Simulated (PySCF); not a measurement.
**C₆ coefficients of unlike pairs at PW91**

Calculated with PySCF 2.14 from the dipole response of each species, C₆(A,B) = (3/π) ∫ α_A(iu) α_B(iu) du, in atomic units, from isotropic polarisabilities. For ions this is the dispersion term alone; charge-induced terms of lower order in 1/R come first.

| species | configuration | basis | relativity | α (bohr³) | C₆ (like pair) |
| --- | --- | --- | --- | --- | --- |
| Ru³⁺ | [Kr] 4d5 (6S) | aug-cc-pVTZ-PP with one added diffuse shell each of s, p, d, f, g type with ECP28MDF (7s7p6d4f3g) | core potential | 5.159 | 23.51 |
| Br²⁺ | [Ar] 3d10 4s2 4p3 (4S) | aug-cc-pwCVTZ-PP with ECP10MDF (8s7p6d4f1g) | core potential | 8.367 | 40.72 |
| Cl³⁺ | [Ne] 3s2 3p2 (3P) | aug-cc-pCVTZ-DK (8s7p5d3f) | spin-free X2C | 4.323 | 11.72 |
| Ge | [Ar] 3d10 4s2 4p2 (3P) | def2-TZVPPD (7s5p5d1f) | none | 40.15 | 334.5 |

**Question.** Estimate C₆ for Cl³⁺ with Br²⁺.

**Answer.** The integral gives 21.83. The combination rule 2 C_A C_B / (C_A α_B/α_A + C_B α_A/α_B) gives 21.83 and the geometric mean 21.84.

No spin-orbit coupling is included.

The other pairs:

```
      pair     C₆
Cl³⁺, Ru³⁺  16.28
Br²⁺, Ru³⁺  30.19
  Ge, Ru³⁺  71.96
  Ge, Br²⁺  105.4
  Ge, Cl³⁺  55.72
```
